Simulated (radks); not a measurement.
Results of a calculation; reference values are marked as such.
As IV, configuration [Ar] 3d10 4s1 4p1 (not the ground configuration). Level of theory: scalar-relativistic Kohn-Sham, PBE, spin-polarised, spherical densities, finite nucleus; open shells are filled with parallel spins first; Fermi nuclear charge, rms radius 4.0968 fm (a radial shooting solver on a logarithmic mesh with Libxc functionals).

Unscreened Slater integrals over Kohn-Sham orbitals (cm^-1). They are taken over the spin-up orbitals.

integral    value
F0(4p,4p)   99566
F2(4p,4p)   53202
F0(4p,4s)  105970
G1(4p,4s)   71464
F0(4p,3d)  127740
F2(4p,3d)   28589
G1(4p,3d)   10622
G3(4p,3d)  9540.5
F0(4p,3p)  128770
F2(4p,3p)   26109
G0(4p,3p)  6715.0
G2(4p,3p)  7764.0
F0(4s,4s)  114150
F0(4s,3d)  143950
G2(4s,3d)   14326
F0(4s,3p)  145350
G1(4s,3p)   10119
F0(3d,3d)  300330
F2(3d,3d)  141450
F4(3d,3d)   88503
F0(3d,3p)  309240
F2(3d,3p)  147420
G1(3d,3p)  179990
G3(3d,3p)  110560
F0(3p,3p)  321370
F2(3p,3p)  160800

Derived for the open shells (J is the average intra-shell exchange parameter used in DFT+U). 4p: J = F2/5 = 10640 cm^-1.
